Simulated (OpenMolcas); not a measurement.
# Ru5+ in a point-charge field

Ru5+ among 6 point charges of -1.7 e arranged as an octahedron (Oh), 1.82 Å from the ion.

- Program: OpenMolcas 26.06
- Method: CASSCF
- Basis: ANO-RCC-VDZP [6s5p3d1f]
- Scalar Hamiltonian: DKH2, point nucleus
- Active space: 3 electrons in 5 orbitals (4d)
- State averaging: 2S+1 = 4 even, 10 roots; 2S+1 = 2 even, 40 roots
- Spin-orbit coupling: state interaction with AMFI integrals over the reference wave functions

The lowest spin-free states (labels of O, the rotations of Oh), above the lowest:

| State | Degeneracy | E (cm-1) | Free-ion L (%) |
| --- | --- | --- | --- |
| 4A2 | 1 | 0.0 | F (100) |
| 4T2 | 3 | 8596 | F (100) |
| 4T1 | 3 | 14442 | F (91) |
| 2E | 2 | 18520 | G (70) |
| 2T1 | 3 | 19414 | G (54) |
| 2A1 | 1 | 24619 | G (100) |
| 2T2 | 3 | 24785 | G (43) |
| 4T1 | 3 | 26363 | P (91) |
| 2T2 | 3 | 27700 | H (57) |
| 2T1 | 3 | 28467 | H (51) |
| 2E | 2 | 30557 | H (51) |
| 2T1 | 3 | 33414 | P (49) |
| 2T1 | 3 | 36967 | H (76) |
| 2T2 | 3 | 37817 | D (62) |
| 2E | 2 | 43567 | D (42) |
| 2A2 | 1 | 44503 | F (100) |
| 2T2 | 3 | 45328 | F (91) |
| 2T1 | 3 | 49168 | F (89) |
| 2E | 2 | 67825 | D (97) |
| 2T2 | 3 | 70296 | D (93) |

The lowest levels with spin-orbit coupling:

```
E (cm-1)  Degeneracy  Label      2S+1               g
     0.0           4     Γ8         4                
    8361           4     Γ8         4                
    8381           2     Γ7         4  2.25 2.25 2.25
    9002           4     Γ8         4                
    9327           2     Γ6         4  2.68 2.68 2.68
   13953           2     Γ7         4  0.38 0.38 0.38
   14399           4     Γ8         4                
   15260           4     Γ8  4 (87 %)                
   16109           2     Γ6         4  4.32 4.32 4.32
   18832           4     Γ8         2                
   20024           2     Γ6         2  0.39 0.39 0.39
   20045           4     Γ8  2 (85 %)                
   25081           4     Γ8  2 (65 %)                
   25197           2     Γ6  4 (57 %)  2.95 2.95 2.95
   25436           2     Γ7         2  0.80 0.80 0.80
   25831           4     Γ8  2 (54 %)                
   26338           2     Γ6  2 (69 %)  2.64 2.64 2.64
   27204           4     Γ8  4 (87 %)                
   27312           2     Γ7  4 (83 %)  2.17 2.17 2.17
   28294           4     Γ8         2
```

Powder χT (cm3 K/mol): 1.09 at 2 K, 1.09 at 10 K, 1.1 at 50 K, 1.11 at 100 K, 1.14 at 200 K, 1.16 at 300 K. The effective moment at 300 K is 2.828 √(χT) = 3.05 μB.

The lowest level has 2S+1 = 4, for which the spin-only value is χT = S(S+1) / 2 = 1.875 cm3 K/mol (g = 2). The computed 1.160 at 300 K differs by -0.715, through orbital momentum, spin-orbit coupling and any other state in reach.

A least-squares ligand-field fit to the states below 45000 cm-1, each weighted by its degeneracy and with a free common offset, gives 10Dq = 8844 cm-1, B = 989 cm-1 and C = 4075 cm-1 (C/B = 4.12), with an rms deviation of 101 cm-1.

Without dynamic correlation the repulsion within the d shell is too large (B by tens of per cent), so at a given field states of lower spin stand too high. This field is weak: 10Dq is about 8844 cm-1, while octahedral complexes of 4d ions of charge 3 and more, computed by the same method with explicit ligands, had a median near 25000 cm-1. Ground spin and moment need not be those of a real site. Point charges carry no covalency, so the field is a model and not that of real ligands. No measured value stands beside these numbers.
